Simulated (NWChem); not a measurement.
Species: C2H3ClF2; SMILES FC(C)(Cl)F

```xyz
8

C     -1.3765    -0.9078     0.0000
C      0.0282    -0.3544     0.0000
F      0.7150    -0.7710    -1.0906
F      0.7150    -0.7710     1.0906
Cl     0.0246     1.4577     0.0000
H     -1.9165    -0.5673    -0.9017
H     -1.9165    -0.5673     0.9017
H     -1.3185    -2.0140     0.0000
```
Atoms are numbered in this order, from 1.

Level: PBE-D3(BJ)/def2-SVP (NWChem), optimised geometry, unscaled harmonic frequencies. 

```json
[
 {"frequency (cm⁻¹)": "252", "IR intensity (km/mol)": "0.0"},
 {"frequency (cm⁻¹)": "296", "IR intensity (km/mol)": "1.0"},
 {"frequency (cm⁻¹)": "321", "IR intensity (km/mol)": "0.6"},
 {"frequency (cm⁻¹)": "414", "IR intensity (km/mol)": "3.7"},
 {"frequency (cm⁻¹)": "420", "IR intensity (km/mol)": "0.0"},
 {"frequency (cm⁻¹)": "535", "IR intensity (km/mol)": "14.6"},
 {"frequency (cm⁻¹)": "658", "IR intensity (km/mol)": "59.4"},
 {"frequency (cm⁻¹)": "882", "IR intensity (km/mol)": "85.0"},
 {"frequency (cm⁻¹)": "942", "IR intensity (km/mol)": "39.2"},
 {"frequency (cm⁻¹)": "1090", "IR intensity (km/mol)": "179.7"},
 {"frequency (cm⁻¹)": "1192", "IR intensity (km/mol)": "188.8"},
 {"frequency (cm⁻¹)": "1213", "IR intensity (km/mol)": "129.5"},
 {"frequency (cm⁻¹)": "1352", "IR intensity (km/mol)": "59.8"},
 {"frequency (cm⁻¹)": "1400", "IR intensity (km/mol)": "1.6"},
 {"frequency (cm⁻¹)": "1403", "IR intensity (km/mol)": "0.3"},
 {"frequency (cm⁻¹)": "3003", "IR intensity (km/mol)": "1.3"},
 {"frequency (cm⁻¹)": "3106", "IR intensity (km/mol)": "2.0"},
 {"frequency (cm⁻¹)": "3124", "IR intensity (km/mol)": "0.6"}
]
```

```yaml
zero_point_energy: 30.9 kcal/mol
thermal correction to the enthalpy at 298.15 K (with zero-point energy): 34.7 kcal/mol
heat capacity Cv: 18.0 cal/(mol K)
entropy at 298.15 K and 1 atm (symmetry number 1): 73.6 cal/(mol K)
dipole_moment: 2.00 D
```

Rigid rotor and harmonic oscillator.
